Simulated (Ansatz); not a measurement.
Two isomers of CH4FISi: A = `FC[SiH2]I`, B = `C[SiH](F)I`.

Program: Ansatz. Geometries: PBE0-D4/def2-TZVP. ΔE: electronic, gas phase. CCSD(T)/CBS is the MP2 limit (def2-TZVPP, def2-QZVPP) plus CCSD(T) − MP2 in def2-TZVPP, frozen cores. Functionals use def2-TZVPP. B3LYP here is the variant with VWN-RPA as its local correlation; programs differ in this. def2 core potentials past Kr. For I outer-core shells are correlated without core-valence functions, which leaves a few kJ/mol of doubt a bond. One conformer a species, not always the lowest.

A:

Z-matrix (Å, degrees):
```
C
Si 1 1.891
F 1 1.384 2 111.2
H 1 1.097 2 109.5 3 -119.8
H 1 1.095 2 111.0 3 121.1
I 2 2.435 1 110.2 3 -64.4
H 2 1.484 1 108.2 3 176.9
H 2 1.481 1 110.6 3 55.4
```

B:

```xyz
8

C    -0.501   -0.622    0.658
Si    0.344    0.364   -0.655
F    -0.753    1.063   -1.581
I     1.712    2.117    0.338
H     0.237   -1.117    1.293
H    -1.120    0.022    1.285
H    -1.136   -1.385    0.200
H     1.217   -0.441   -1.537
```

Problem. Which is lower in electronic energy at CCSD(T)/CBS, and by how much? (Best estimate.)

Solution. Ansatz gave: B, by 63.1 kcal/mol.

Problem. Give E(B) − E(A) in kcal/mol with r2SCAN-D4, MP2/def2-TZVPP, PBE-D4, B3LYP-D4, CCSD(T)/def2-TZVPP, ωB97M-V, B3LYP. (An estimate is asked.)

Solution. Computed: r2SCAN-D4 -62.3, MP2/def2-TZVPP -65.1, PBE-D4 -58.6, B3LYP-D4 -60.6, CCSD(T)/def2-TZVPP -62.1, ωB97M-V -61.8, B3LYP -60.3. None reverses the order clearly.

Largest T1 diagnostic: 0.010.

From PBE to PBE0 (25 % exact exchange), in def2-TZVPP and without D4, E(B) − E(A) moves by −1.6 kcal/mol.
